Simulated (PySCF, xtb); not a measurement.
H3O4P, SMILES P(=O)(O)(O)O (connectivity only; charge and spin as stated), charge -1, multiplicity 2. Other conformers were not sampled.

Harmonic wavenumbers (cm⁻¹) from GFN2-xTB run with xtb at its own minimum, in rising order: 157, 193, 238, 258, 304, 342, 383, 448, 462, 522, 723, 754, 792, 917, 1145, 3647, 3689, 3719.

Q: What does PBE-D3(BJ)/def2-SVPD run with PySCF give at its own minimum? (Estimate from the structure and the level; the computed values follow.)

A: 172, 199, 266, 322, 343, 388, 399, 432, 531, 558, 711, 855, 919, 1062, 1066, 3642, 3673, 3677. Paired by order, the mean absolute difference is 48 cm⁻¹ and the zero-point energies are 26.7 and 27.5 kcal/mol.
